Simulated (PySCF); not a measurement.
Electronic structure of Ne³⁺ (neon, charge +3) at the UHF level

Configuration: [He] 2s2 2p3, high-spin 4S determinant. All numbers are calculated (PySCF 2.14, scalar relativity by spin-free X2C-1e, in cc-pVDZ-DK (3s2p1d, 14 functions)).

```
Total energy                        : -124.187834 hartree
One-electron energy                 : -157.1270 hartree
Hartree (Coulomb) energy            : 43.4376 hartree
Exchange energy                     : -10.4985 hartree
⟨S²⟩                                : 3.7529
⟨L²⟩                                : 0.000
Sum of ⟨r⟩                          : 4.159 bohr
Sum of ⟨r²⟩                         : 3.691 bohr²
Langevin diamagnetic susceptibility : -2.92 ×10⁻⁶ cm³/mol
Time after the integrals            : 0.04 s of wall time on 1 thread of Neoverse-V1 (shared host)
```

| shell | electrons | mean orbital energy (hartree) | rms radius, mean of both spins (bohr) |
| --- | --- | --- | --- |
| 1s α | 1 | -36.01620 | 0.182 |
| 1s β | 1 | -35.79098 | 0.182 |
| 2s α | 1 | -4.66655 | 0.880 |
| 2s β | 1 | -3.93239 | 0.880 |
| 2p α | 3 | -3.61419 | 0.832 |
